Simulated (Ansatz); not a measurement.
Ansatz (a first-principles code) input (RPA@PBE/cc-pV(Q+d)Z):
A basis named .json is the Basis Set Exchange file of that set.

Ansatz 0.2 input:
```yaml
crystal:
  periodic: [false, false, false]
  atoms:
    - {symbol: C, position_ang: [1.58952779, 0.18519464, -0.29336515]}
    - {symbol: O, position_ang: [0.33224303, -0.47033308, -0.35058382]}
    - {symbol: Si, position_ang: [-1.04297285, 0.05714870, 0.39254269]}
    - {symbol: H, position_ang: [1.48670616, 1.26255119, -0.45660647]}
    - {symbol: H, position_ang: [2.07172260, 0.01806385, 0.67348257]}
    - {symbol: H, position_ang: [2.22124324, -0.23093011, -1.07764055]}
    - {symbol: H, position_ang: [-1.21941669, 1.52218278, 0.14501604]}
    - {symbol: H, position_ang: [-2.15374631, -0.72045266, -0.21498786]}
basis:
  gaussian:
    orbitals: cc-pV_Q+d_Z.json
hamiltonian:
  xc: pbe
magnetization: {spin_polarized: true, initial_magnetization: 1}
correlation: {method: rpa, electrons: outside_noble_gas}
```

End of the output:

```
integrals: 1.12 GiB planned
1908 factors; integrals over basis functions are off by at most 1.1e-3 eV
0.54 GiB of the device are held for the grids
2.12 GiB of device memory are held for the factors and their scratch space
mean field: 2.49 GiB planned
mean field evaluation 1: about -11028.4834 eV, gradient 4.4e1 eV
mean field evaluation 2: about -11028.4796 eV, gradient 4.4e1 eV
mean field evaluation 4: about -11034.5170 eV, gradient 2.1e1 eV
mean field evaluation 8: about -11036.3333 eV, gradient 5.3e-1 eV
mean field evaluation 16: about -11036.3343 eV, gradient 1.2e-4 eV
mean field evaluation 32: about -11013.7213 eV, gradient 3.2e1 eV
mean field -11036.33434541 eV, -405.5778064977 hartree, gradient 6.3e-6 eV, S^2 0.751995; 0 other end points of the search recorded, 0 dependent functions left out
7 core orbitals not correlated
reference -11009.44175012 eV, -404.5895218494 hartree; 10, 9 occupied and 307, 308 virtual orbitals, 1908 factors
Total energy: -11035.70541776 eV, -405.5546938330 hartree
```

It need not be the lowest isomer of its formula.
